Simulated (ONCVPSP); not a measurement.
## Potentials for Br (Z = 35) compared

Generated with ld1.x 7.5 (TM, RRKJ, ultrasoft, PAW), atompaw 4.2 or ONCVPSP 4.0.1. The cutoff is in Ry: for ld1.x and atompaw files where the sum of valence levels is converged to 10 mRy in a Bessel basis, for ONCV files where the hardest occupied wave has 1 mHa per electron of residual kinetic energy. The error is the largest all-electron minus pseudo excitation energy over each file’s own four to seven test configurations (ionisations up to +4, promotions, holes and added fractions of an electron), all of which were solved. The labels leave out finer settings (local radius, basis sizes, second energies), which also bear on the numbers. Spin-polarised tests are not counted. The rows are a selection from randomly drawn settings: files with unsolved tests, undetermined cutoffs or missed reference levels are left out.

A true bound ghost makes a file unfit for plane-wave use even where its test errors are small: the radial tests pick states by their node count and pass the ghost by.

```tsv
potential	cutoff (Ry)	largest error (meV)	bound ghosts
ONCV, PBE, scalar-relativistic, rc 1.25/1.25/1.30 (spd), local p, core correction yes, reference 4s2 4p3, qcut 6.2/7.3/7.6, projectors 1/0/2	39	-27	d
ONCV, PBE, fully relativistic, rc 1.30/1.70 (sp), local smoothed, core correction yes, reference 4s2 4p5, qcut 5.1/5.8, projectors 2/2	26	-871	none
ONCV, PBEsol, scalar-relativistic, rc 1.55/0.85/1.00 (spd), local smoothed, core correction yes, reference 3p6 3d10 4s2 4p5, qcut 3.7/16.3/16.1, projectors 2/2/2	215	+270	s
```

**Question.** Fill in the row for Br: ONCV, PBE, non-relativistic, rc 1.20/1.35/0.90 (spd), local smoothed, core correction yes, reference 3d10 4s1.75 4p5.25, qcut 6.7/6.7/21, projectors 2/2/2.

**Answer.** cutoff 310 Ry, largest error +25 meV, bound ghosts: s.

**Question.** Fill in the row for Br: ONCV, BLYP, fully relativistic, rc 1.25/0.75/1.00 (spd), local smoothed, core correction yes, reference 3p6 3d10 4s2 4p5, qcut 4.2/19.1/13.7, projectors 1/2/2.

**Answer.** cutoff 252 Ry, largest error -223 meV, bound ghosts: s.

**Question.** Fill in the row for Br: ONCV, LDA (Perdew-Zunger), scalar-relativistic, rc 0.90/0.95/0.95 (spd), local smoothed, core correction no, reference 3s2 3p6 3d10 4s2 4p4, qcut 11.3/11.3/13.3, projectors 2/3/2.

**Answer.** cutoff 176 Ry, largest error -21 meV, bound ghosts: none.
